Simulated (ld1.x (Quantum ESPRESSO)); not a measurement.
## Configuration tests for fluorine (F) (TM)

```json
{
 "Element": "F",
 "Generator": "ld1.x (Quantum ESPRESSO) 7.5",
 "Type": "norm-conserving Troullier–Martins (Kleinman–Bylander form)",
 "Functional": "PBE",
 "Relativity": "non-relativistic",
 "Frozen core": "[He]",
 "Valence charge": "7",
 "Reference configuration": "2s2 2p5",
 "Partial waves": "2p (bound): rc 1.60 bohr; 2s (bound): rc 0.50 bohr",
 "Local potential": "the s channel",
 "Core correction": "none"
}
```

Energies are relative to the spin-unpolarised reference configuration 2s2 2p5; without spin polarisation the order of configurations can differ from experiment.

| valence configuration | charge | ΔE all-electron (eV) | error AE − PS (meV) |
| --- | --- | --- | --- |
| 2s2 2p4 | +1 | 19.402 | +36 |
| 2s1 2p6 | 0 | 18.724 | +43 |
| 2s1 2p5 | +1 | 38.408 | -80 |
| 2s2 2p4.5 | +0.5 | 7.549 | +4.9 |
| 2s2 2p5.3 | -0.3 | -2.673 | +0.4 |

Q: What are ΔE and the potential's error for 2s2 2p3?

A: ΔE = 57.796 eV all-electron; the error (AE − PS) is +332 meV.

Q: What are ΔE and the potential's error for 2s2 2p2?

A: ΔE = 118.439 eV all-electron; the error (AE − PS) is +1371 meV.
